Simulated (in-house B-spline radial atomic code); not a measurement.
**Ionising neutral gold with different functionals**

Computed with a radial B-spline atomic code at the basis-set limit: scalar-relativistic (spin-free X2C) Hamiltonian, Fermi nucleus of rms radius 5.4371 fm, spin-polarised at highest spin, spherical fractional occupations for the functionals, the average over the highest-spin determinants for Hartree-Fock. The ionisation energy is the difference of two self-consistent energies, [Xe] 4f14 5d10 6s1 → [Xe] 4f14 5d10, without Breit or QED terms; ε is the level of the shell that loses the electron (its least bound occupied spin orbital). There is no spin-orbit coupling in this Hamiltonian.

```tsv
method	rung	ΔSCF (eV)	-ε(6s) (eV)
Hartree-Fock	Hartree-Fock	7.68	7.95
HF fractional	Hartree-Fock	7.68	7.95
LDA VWN5	LDA	9.89	6.32
LDA PW92	LDA	9.89	6.32
LDA exchange-only	LDA	8.90	5.45
PBE	GGA	9.57	6.07
PBEsol	GGA	9.61	6.12
BLYP	GGA	9.58	5.99
RPBE	GGA	9.45	5.97
PW91	GGA	9.65	6.14
BP86	GGA	9.74	6.24
AM05	GGA	9.56	6.06
OLYP	GGA	9.24	5.76
TPSS	meta-GGA	9.38	5.98
SCAN	meta-GGA	9.84	6.56
r2SCAN	meta-GGA	?	?
revTPSS	meta-GGA	9.36	5.99
PBE0	global hybrid	9.23	6.72
B3LYP	global hybrid	?	?
TPSSh	global hybrid	9.25	6.25
M06-2X	global hybrid	8.95	7.42
BHandHLYP	global hybrid	8.94	7.28
r2SCAN0	global hybrid	9.28	7.01
B97-1	global hybrid	9.12	6.41
HSE06	range-separated hybrid	9.27	6.35
wB97X	range-separated hybrid	8.86	8.48
CAM-B3LYP	range-separated hybrid	9.28	7.89
LC-wPBE	range-separated hybrid	8.91	8.84
```

**Question.** What does r2SCAN give?

**Answer.** ΔSCF 9.54 eV, and -ε(6s) = 6.36 eV.

**Question.** What does B3LYP give?

**Answer.** ΔSCF 9.46 eV, and -ε(6s) = 6.66 eV.

**Question.** Among the functionals, which spreads more, the ΔSCF values or the orbital energies?

**Answer.** The orbital energies: ΔSCF values span about 1.03 eV and the orbital energies 3.40 eV.

**Question.** How do they compare with the NIST value?

**Answer.** NIST lists 9.226 eV (measured, ground level to ground level). Errors run from -1.55 to +0.67 eV; PBE0 is closest (+0.00 eV), but part of that can be cancellation, since the calculations leave out Breit-QED terms. Hartree-Fock also lacks correlation.
